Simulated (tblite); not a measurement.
C2H8BrGeSi (doublet state).
Bonds: C1–Si2, Si2–C3, C3–Ge4, Ge4–Br5. Hydrogens: H6, H7, H8 on C1; H9, H10 on Si2; H11, H12 on C3; H13 on Ge4.

Computed with GFN2-xTB (tblite), gas phase: L-BFGS steps from a force-field or distance-geometry start until the largest atomic force falls under 0.01 eV/Å.

Step 74: E = -438.3863 eV
```
atom  x, y, z in Å  |  force x, y, z in eV/Å
C1     -1.5366    0.8673    0.3570   -0.014  -0.007   0.004
Si2    -0.7094   -0.8191    0.0966   -0.023  -0.039  -0.007
C3      0.8358   -0.6815   -1.0196   -0.004  -0.007  -0.014
Ge4     2.4593    0.0972   -0.0594    0.021   0.014   0.013
Br5     1.8348    2.3039    0.4269    0.010   0.012   0.007
H6     -2.6097    0.7897    0.2117   -0.018   0.008  -0.018
H7     -1.3782    1.2382    1.3653    0.051   0.004   0.008
H8     -1.1611    1.6262   -0.3241   -0.012  -0.014  -0.012
H9     -1.5949   -1.7529   -0.6201   -0.004   0.012  -0.014
H10    -0.3111   -1.4388    1.3665    0.009   0.001   0.024
H11     1.1346   -1.6701   -1.3635   -0.010  -0.021   0.005
H12     0.6436   -0.0798   -1.9077   -0.003   0.029   0.009
H13     2.3887   -0.4798    1.4529   -0.003   0.009  -0.004
```

Step 75: E = -438.3866 eV
```
atom  x, y, z in Å  |  force x, y, z in eV/Å
C1     -1.5356    0.8686    0.3577   -0.020  -0.005   0.008
Si2    -0.7100   -0.8187    0.0945   -0.015  -0.014   0.009
C3      0.8371   -0.6831   -1.0187    0.001  -0.004  -0.005
Ge4     2.4584    0.1023   -0.0602    0.017   0.017   0.014
Br5     1.8318    2.3076    0.4340    0.010   0.002   0.005
H6     -2.6104    0.7870    0.2248   -0.008   0.014  -0.022
H7     -1.3686    1.2446    1.3631    0.058  -0.003  -0.007
H8     -1.1690    1.6258   -0.3310   -0.020  -0.028   0.000
H9     -1.5956   -1.7461   -0.6279   -0.017  -0.003  -0.022
H10    -0.3149   -1.4432    1.3633    0.006   0.003   0.021
H11     1.1391   -1.6731   -1.3550   -0.006  -0.032   0.002
H12     0.6446   -0.0892   -1.9114   -0.004   0.041  -0.001
H13     2.3890   -0.4819    1.4492   -0.001   0.012  -0.002
```

**Question.** Estimate the geometry and energy of step 76. (The exact step hangs on the optimiser's Hessian estimate; all steps are aligned on step 75, rigid shifts and turns removed.)

**Answer.** E = -438.3870 eV, largest force 0.064 eV/Å
```
atom  x, y, z in Å  |  force x, y, z in eV/Å
C1     -1.5357    0.8690    0.3585   -0.020  -0.003   0.009
Si2    -0.7109   -0.8191    0.0929   -0.001   0.020   0.027
C3      0.8385   -0.6844   -1.0174    0.005   0.004   0.024
Ge4     2.4587    0.1059   -0.0601    0.010   0.016   0.011
Br5     1.8332    2.3112    0.4386    0.007  -0.007   0.003
H6     -2.6121    0.7830    0.2385    0.003   0.019  -0.020
H7     -1.3584    1.2515    1.3602    0.059  -0.011  -0.022
H8     -1.1795    1.6239   -0.3391   -0.024  -0.042   0.012
H9     -1.5957   -1.7388   -0.6373   -0.034  -0.024  -0.029
H10    -0.3191   -1.4477    1.3612    0.001   0.005   0.012
H11     1.1422   -1.6750   -1.3480    0.001  -0.049  -0.006
H12     0.6455   -0.0958   -1.9125   -0.006   0.057  -0.022
H13     2.3893   -0.4831    1.4469    0.001   0.015   0.002
```

The energy changes by -0.0004 eV. The first-order estimate −F·Δx gives -0.0005 eV and the mean of the old and new forces, exact on a quadratic surface, -0.0004 eV. The step makes an angle of 81° with the force vector and moves no atom by more than 0.014 Å.

What follows is the cost of the whole relaxation. Time: 0.7 s wall. Hardware: Arm Neoverse V2, one thread, shared host with 192 logical CPUs at a one-minute load of 30.
